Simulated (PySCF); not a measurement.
Diatomic cations of N with group 13

CCSD(T) with triple-zeta basis sets in PySCF, for the lowest determinant that a PBE0 search found; no spin–orbit coupling. De refers to high-spin ground-configuration atoms (the charge goes to the atom of lower measured ionisation energy or higher electron affinity, which is not always the lowest computed limit).

```
 M        basis  reference, frozen orbitals  charged atom  state (unpaired electrons)  Re (Å)  ωe (cm⁻¹)  De (eV)
 B      cc-pVTZ                      UHF, 2            B+         quartet (σ ↑, π ↑↑)   1.464       1022     1.23
Ga  def2-TZVPPD                     UHF, 10           Ga+         quartet (σ ↑, π ↑↑)   2.821       83.2     0.11
In  def2-TZVPPD                      UHF, 5           In+         quartet (σ ↑, π ↑↑)   3.162       72.4     0.09
```

The shortest bond is that of BN⁺ (1.464 Å), the longest that of InN⁺ (3.162 Å).

The rows differ in basis set, which adds steps of its own.

Down a group the atoms grow and get heavier, so bonds lengthen and wavenumbers fall; this series shows no clear exception.

Correlated steps freeze the inner cores (2 to 10 orbitals); shallow outer-core shells are correlated. Weak bonds: GaN⁺, InN⁺. Basis-set superposition, not corrected here, can be much of De in a small basis, most of all at correlated wavefunction levels. Spin–orbit coupling is left out, which matters for elements this heavy, above all for dissociation energies. For an ion De counts to the pair picked by the measured ionisation energies or electron affinities, which need not be the lowest pair at this level. States were picked by a PBE0 search and need not be the measured ground states.
